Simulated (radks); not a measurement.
Values are calculated unless marked as measured or tabulated.
Task: These are the eigenvalues of the occupied orbitals of an atom or ion with whole-number occupations (eV). Code: a radial shooting solver on a logarithmic mesh with Libxc functionals. Model: scalar-relativistic Kohn-Sham, PBEsol, spin-polarised, spherical densities, finite nucleus; Fermi nuclear charge, rms radius of each element as measured or else 0.836 A^(1/3) + 0.57 fm.

| orbital | eigenvalue |
|---|---|
| 1s up | -191.3705 |

Which element is it, and in what charge state? The configuration may be excited. Open shells, if any, are filled with parallel spins first.

Result: Z = 4, beryllium, charge +3: Be3+ in 1s1. The 1s level, -7.0327 hartree, gives Z - s = 3.8 by -(Z - s)^2/2, which with screening and relativity narrows Z to a few neighbours, and with so few levels the electron count can be read from the list.
